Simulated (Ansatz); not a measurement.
Input for Ansatz (a program for electronic structure): R-wB97X-V/def2-TZVPPD on BH3 (SMILES B). Files ending in .json are basis or fitting sets from the Basis Set Exchange.

Ansatz 0.2 input:
```yaml
crystal:
  periodic: [false, false, false]
  atoms:
    - {symbol: B, position_ang: [-0.32926278, 0.60267203, 0.75954861]}
    - {symbol: H, position_ang: [0.00165623, -0.22085688, -0.05593228]}
    - {symbol: H, position_ang: [-1.49506387, 0.90385229, 0.70558004]}
    - {symbol: H, position_ang: [0.43342644, 1.52902770, 0.89040317]}
basis:
  gaussian:
    orbitals: def2-TZVPPD.json
hamiltonian:
  xc: {name: wB97X-V}
scf: {lower_state_search: off}
```

Output:

```
WARN ansatz: RAYON_NUM_THREADS=1 ignored (pool sized by the plan → 1); use --threads N
Functional definition: wB97X-V
these checks for a lower state are left out or cut short: stability, starts, cluster_reference, orbital_swaps, neighbouring_geometries, increment
integrals: 0.01 GiB planned
342 factors; their error is unknown
integrals: 0.05 GiB planned
139 factors; integrals over basis functions are off by at most 2.6e-5 eV
mean field: 0.20 GiB planned
mean field evaluation 1: about -723.3046 eV, gradient 8.3e0 eV
mean field evaluation 2: about -723.5107 eV, gradient 1.7e0 eV
mean field evaluation 4: about -723.5231 eV, gradient 8.6e-2 eV
mean field evaluation 8: about -723.5166 eV, gradient 9.4e-4 eV
mean field evaluation 16: about -723.5166 eV, gradient 2.5e-6 eV
mean field -723.51658904 eV, -26.5887442301 hartree, gradient 2.5e-6 eV, S^2 0.000000; 0 other end points of the search recorded, 0 dependent functions left out
reference -723.51658727 eV, -26.5887441649 hartree; 4, 4 occupied and 84, 84 virtual orbitals, 342 factors
Total energy: -723.51658727 eV, -26.5887441649 hartree
Checks for a lower state left out: stability, starts, cluster_reference, orbital_swaps, neighbouring_geometries, increment
```

The calculation finished and met its thresholds.

Cost: roughly 1.3 core-seconds.
